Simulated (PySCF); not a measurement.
## Electron correlation in Cr⁺ (chromium, charge +1)

[Ar] 3d4 4p1, one real determinant (an excited configuration). Calculation: PySCF 2.14, in def2-TZVPPD; the non-relativistic Hamiltonian (point nucleus). Frozen: [Ne]; 13 electrons correlated.

```tsv
level	correlation energy (mhartree)
CCSD	-352.72
(T)	-7.18
CCSD(T)	-359.90
```

Diagnostics: T1 = 0.010, D1 = 0.0397, largest double amplitude 0.026.

The real determinant used has ⟨L²⟩ near 8 against 12 for a pure F term, so it mixes terms.

Cost of the coupled-cluster step: about 19 core-seconds, for 13 correlated electrons.

Iterations:

```
CC2 = 0
CCSD nocc = (np.int64(9), np.int64(4)), nmo = (62, 62)
frozen orbitals [[0, 1, 2, 3, 4], [0, 1, 2, 3, 4]]
max_cycle = 100
direct = 0
conv_tol = 1e-08
conv_tol_normt = 1e-06
diis_space = 8
diis_start_cycle = 0
Init t2, MP2 energy = -0.337541777918193
Init E_corr(UCCSD) = -0.337541777918711
cycle = 1  E_corr(UCCSD) = -0.347080496414303  dE = -0.0095387185  norm(t1,t2) = 0.0426574
cycle = 2  E_corr(UCCSD) = -0.351569899937415  dE = -0.00448940352  norm(t1,t2) = 0.0139941
cycle = 3  E_corr(UCCSD) = -0.352429115166268  dE = -0.000859215229  norm(t1,t2) = 0.00744257
cycle = 4  E_corr(UCCSD) = -0.352815039361487  dE = -0.000385924195  norm(t1,t2) = 0.00296226
cycle = 5  E_corr(UCCSD) = -0.352655082983523  dE = 0.000159956378  norm(t1,t2) = 0.00150995
cycle = 6  E_corr(UCCSD) = -0.352686188592275  dE = -3.11056088e-05  norm(t1,t2) = 0.000983644
cycle = 7  E_corr(UCCSD) = -0.352732988224083  dE = -4.67996318e-05  norm(t1,t2) = 0.000690459
cycle = 8  E_corr(UCCSD) = -0.352714726151565  dE = 1.82620725e-05  norm(t1,t2) = 0.000458726
cycle = 9  E_corr(UCCSD) = -0.352716155579402  dE = -1.42942784e-06  norm(t1,t2) = 0.000117151
cycle = 10  E_corr(UCCSD) = -0.352718735277799  dE = -2.5796984e-06  norm(t1,t2) = 2.71483e-05
cycle = 11  E_corr(UCCSD) = -0.352718419660046  dE = 3.15617753e-07  norm(t1,t2) = 1.20762e-05
cycle = 12  E_corr(UCCSD) = -0.352718380783089  dE = 3.88769568e-08  norm(t1,t2) = 6.73092e-06
cycle = 13  E_corr(UCCSD) = -0.352718490810001  dE = -1.10026912e-07  norm(t1,t2) = 2.33175e-06
cycle = 14  E_corr(UCCSD) = -0.35271853360886  dE = -4.27988595e-08  norm(t1,t2) = 8.77385e-07
cycle = 15  E_corr(UCCSD) = -0.352718527777491  dE = 5.83136989e-09  norm(t1,t2) = 3.16414e-07
UCCSD converged
E(UCCSD) = -1043.284977671071  E_corr = -0.3527185277774906
UCCSD(T) correction = -0.0071762983229152
```

The reference is one real determinant that mixes LS terms of this configuration.

This basis was not built for core-valence correlation, so the inner-shell part is incomplete.
